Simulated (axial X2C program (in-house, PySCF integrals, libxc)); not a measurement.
## Curves of BrIrBr from open-shell CI on d7 s0 p(π)0

Calculated with an axial X2C code built on PySCF integrals: two-component X2C with atomic mean-field Coulomb and Gaunt terms, basis Br dyall-v3z, Ir dyall-v3z (cores contracted in-house). Orbitals come from Hartree–Fock averaged over the configuration Ir d7 s0 p(π)0; CI then distributes these electrons over the d, s, p(π) shells of Ir.

Scan along the symmetric stretch (R is each bond); masses Br 78.918 u, Ir 192.963 u, Br 78.918 u. Energies in cm⁻¹ from the lowest point; levels are followed by energy order within each Ω. Lowest level at 2.418 Å: 100% d7.

```csv
R (Å),(1)Ω=9/2,(1)Ω=7/2,(1)Ω=5/2,(1)Ω=1/2,(1)Ω=3/2
2.249,5241,4097,4563,6166,5816
2.333,1386,1005,1492,2448,2316
2.418,0,93,570,1046,1051
2.515,583,979,1411,1523,1618
2.611,2689,3304,3679,3541,3694
2.720,6322,7028,7349,7094,7265
2.853,11745,12470,12726,12421,12592
```

Q: Fit the curves (1)Ω=9/2, (1)Ω=7/2, (1)Ω=5/2, (1)Ω=1/2, (1)Ω=3/2 near their minima.

A: From the open-shell CI curves, Te from the lowest:

```tsv
level	Te (cm⁻¹)	Re (Å)	ωe (cm⁻¹)
(1)Ω=9/2	0	2.437	219.6
(1)Ω=7/2	127	2.419	217.3
(1)Ω=5/2	603	2.421	214.7
(1)Ω=1/2	1024	2.442	215.0
(1)Ω=3/2	1051	2.436	214.2
```

Without dynamic correlation distances can be off by several hundredths of an Å (long for ionic bonds, short for multiple bonds) and the wavenumbers are rough.

The 5 lowest curves are shown; the next is (2)Ω=7/2, from 5552 cm⁻¹.

There is no dynamic correlation: spin–orbit spacings and, for f shells, spacings inside one term are the most reliable numbers, splittings between terms come out too wide, and energies between configurations are not reliable, so the lowest level need not be the ground state of the molecule. For d shells the ligand-field splittings (σ, π, δ) and their order can be off by a thousand cm⁻¹ or more. At most 4 roots were kept for each Ω > 0 (twice that for Ω = 0) within 3.2 eV of the lowest, so higher up levels can be missing between those listed; levels with Ω > 0 are doubly degenerate and listed once, Ω = 0 levels singly. Some active spinors are only partly of the character that their shell is named for, so the shell names and counts are nominal. States that fill the shells left empty in the average are placed too high. The molecule was held linear; bending was not examined.
